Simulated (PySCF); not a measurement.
Computed IR spectrum (relative IR intensity) of a molecule CH8O3Si2. The structure is a stationary point at r2SCAN-D4/def2-SVP. One conformer was computed; it need not be the lowest. Method: r2SCAN-D4/def2-SVP (PySCF 2.14.0). Frequencies are harmonic and unscaled.

Lines under 2 % of the strongest are left out, and lines within 2 cm⁻¹ are merged.

| ν (cm⁻¹) | relative intensity |
|---|---|
| 107 | 8.1 |
| 117 | 4.6 |
| 191 | 4.2 |
| 219 | 4.3 |
| 273 | 16 |
| 287 | 36 |
| 352 | 10 |
| 361 | 2.7 |
| 444 | 39 |
| 535 | 3.6 |
| 625 | 5.6 |
| 669 | 33 |
| 735 | 100 |
| 773 | 33 |
| 802 | 39 |
| 817 | 6.0 |
| 862 | 8.8 |
| 897 | 91 |
| 922 | 32 |
| 936 | 13 |
| 947 | 10 |
| 965 | 60 |
| 1039 | 23 |
| 1071 | 24 |
| 1256 | 3.5 |
| 1355 | 19 |
| 2201 | 39 |
| 2217 | 31 |
| 2229 | 42 |
| 2235 | 41 |
| 2932 | 8.0 |
| 3740 | 28 |
| 3895 | 75 |

### Question
Which molecule gave these data?
A. C[Si](O)(O)[SiH2]O
B. OC[Si](O)(O)[SiH3]
C. O[C@H]([SiH3])[SiH](O)O
D. O[SiH2]C(O)[SiH2]O

### Answer
C, O[C@H]([SiH3])[SiH](O)O
